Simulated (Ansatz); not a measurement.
B₂F₂H₆Si₂, SMILES `B[SiH2]B[SiH](F)F` at its PBE0-D4/def2-TZVP geometry, where that method's forces vanish. The species carries charge 0 and has multiplicity 1.

| atom | x (Å) | y (Å) | z (Å) |
| --- | --- | --- | --- |
| B1 | -2.176 | 0.487 | 0.346 |
| Si2 | -0.740 | -0.687 | 1.134 |
| B3 | 0.441 | -0.864 | -0.468 |
| Si4 | 1.889 | 0.466 | -0.859 |
| F5 | 1.948 | 0.836 | -2.410 |
| F6 | 1.632 | 1.843 | -0.097 |
| H7 | -3.186 | 0.015 | -0.082 |
| H8 | -2.007 | 1.665 | 0.259 |
| H9 | -0.041 | 0.022 | 2.243 |
| H10 | -1.265 | -1.993 | 1.618 |
| H11 | 0.273 | -1.771 | -1.229 |
| H12 | 3.234 | -0.018 | -0.455 |

For each bond, give half the difference of the two atoms' forces along it (eV/Å; positive pushes the atoms apart) under PBE-D4, r2SCAN-D4, B3LYP-D4, ωB97M-V in def2-TZVPP. (Estimate.)

Computed: 
| bond | length (Å) | PBE-D4 | r2SCAN-D4 | B3LYP-D4 | ωB97M-V |
| --- | --- | --- | --- | --- | --- |
| B1–Si2 | 2.015 | -0.05 | 0.03 | 0.10 | 0.06 |
| B1–H7 | 1.194 | 0.09 | -0.03 | -0.10 | -0.11 |
| B1–H8 | 1.194 | 0.07 | -0.03 | -0.10 | -0.10 |
| Si2–B3 | 1.997 | -0.08 | 0.00 | 0.08 | 0.09 |
| Si2–H9 | 1.490 | 0.12 | 0.00 | -0.07 | -0.11 |
| Si2–H10 | 1.489 | 0.10 | -0.02 | -0.07 | -0.11 |
| B3–Si4 | 2.005 | -0.25 | -0.05 | -0.04 | -0.04 |
| B3–H11 | 1.196 | 0.11 | -0.01 | -0.14 | -0.13 |
| Si4–F5 | 1.595 | 0.53 | 0.06 | 0.19 | 0.15 |
| Si4–F6 | 1.595 | 0.51 | 0.06 | 0.20 | 0.18 |
| Si4–H12 | 1.485 | 0.01 | -0.02 | -0.14 | -0.22 |

B3LYP here is the variant with VWN-RPA as its local correlation; programs differ in this.
